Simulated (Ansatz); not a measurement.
C₄H₉B (SMILES C=CCBC), singlet, at a GFN2-xTB geometry; Ansatz (a quantum-chemistry and plane-wave program) with CASSCF(2,4)/6-31G.

Ansatz was given this input:
Ansatz 0.2 input:
```yaml
crystal:
  periodic: [false, false, false]
  atoms:
    - {symbol: B, position_ang: [-0.34534845, 0.92490459, 0.79565116]}
    - {symbol: C, position_ang: [0.42838477, -0.34815975, 0.27007509]}
    - {symbol: C, position_ang: [-0.41915859, -1.36306632, -0.42564819]}
    - {symbol: C, position_ang: [-0.27480099, -1.72001943, -1.68851839]}
    - {symbol: H, position_ang: [0.85235962, -0.81635926, 1.16815313]}
    - {symbol: H, position_ang: [1.27884591, -0.08366778, -0.36232682]}
    - {symbol: H, position_ang: [-1.20982503, -1.79745752, 0.17288548]}
    - {symbol: H, position_ang: [0.50055676, -1.30189980, -2.31050391]}
    - {symbol: H, position_ang: [-0.92067516, -2.44259787, -2.15799800]}
    - {symbol: H, position_ang: [-1.49696067, 0.86806634, 1.01039215]}
    - {symbol: C, position_ang: [0.42225172, 2.27137875, 1.04740003]}
    - {symbol: H, position_ang: [0.14433768, 2.73588389, 1.99205490]}
    - {symbol: H, position_ang: [0.13206105, 2.98479136, 0.27454956]}
    - {symbol: H, position_ang: [1.50598069, 2.18791811, 1.01468646]}
basis:
  gaussian:
    orbitals: 6-31G
hamiltonian:
  xc: hf
magnetization: {spin_polarized: false}
correlation: {active_space: {window: {electrons: 2, orbitals: 4}}}
```

Output, abridged:

```
Functional definition: HF
922 factors; integrals over basis functions are off by at most 2.4e-4 eV
mean field evaluation 1: about -4930.9394 eV, gradient 2.9e1 eV
mean field evaluation 2: about -4930.9364 eV, gradient 2.9e1 eV
mean field evaluation 4: about -4933.4718 eV, gradient 2.4e0 eV
mean field evaluation 8: about -4933.4943 eV, gradient 9.5e-3 eV
mean field -4933.49425102 eV, -181.3025696825 hartree, gradient 1.8e-6 eV, S^2 0.000000; 0 other end points of the search recorded, 0 dependent functions left out
reference -4933.49425102 eV, -181.3025696825 hartree; 19, 19 occupied and 44, 44 virtual orbitals, 922 factors
state -4934.33922230 eV, -181.3336218043 hartree
Total energy: -4934.33922230 eV, -181.3336218043 hartree
```
